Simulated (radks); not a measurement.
The rhenium ion Re2+ inside a hard spherical wall (all orbitals vanish at R), configuration held at [Xe] 4f14 5d5 and not refilled when levels cross. Method: scalar-relativistic Kohn-Sham, LDA (Slater exchange, Perdew-Wang correlation), spin-unpolarised, spherical densities, point nucleus; computed with a radial shooting solver on a logarithmic mesh with Libxc functionals. Eigenvalues in eV, with the zero of energy where the potential of the charges vanishes at infinity; a dash marks a level that is unbound or too diffuse for the functional's potential to be trusted. A positive occupied level is held by the wall or, in an anion where self-interaction has pushed it up, behind a barrier. The pressure on the wall is -dE/dV.

R (bohr)  E (hartree)  kinetic (hartree)    e(5s)    e(5p)    e(4f)    e(5d)  e(6s, empty)  e(6p, empty)  pressure (GPa)
free      -16681.6406          18433.690  -102.25  -63.954  -59.345  -21.726       -20.433       -13.575               0
12        -16681.6406          18433.690  -102.25  -63.954  -59.345  -21.726       -20.433       -13.575        < 0.0001
8         -16681.6406          18433.690  -102.24  -63.952  -59.343  -21.724       -20.429       -13.537         0.00226
6         -16681.6386          18433.711  -102.15  -63.864  -59.247  -21.643       -20.272       -12.966           0.259
5         -16681.6261          18433.814  -101.76  -63.493  -58.835  -21.283       -19.565       -11.345            2.67
4         -16681.5395          18434.350  -100.15  -61.991  -57.119  -19.669       -16.228        -5.517            28.5
3.5       -16681.3734          18435.227  -98.164  -60.133  -54.935  -17.424       -11.294         2.033             100
3         -16680.9053          18437.522  -94.395  -56.533  -50.652  -12.616        -0.167        17.659             401
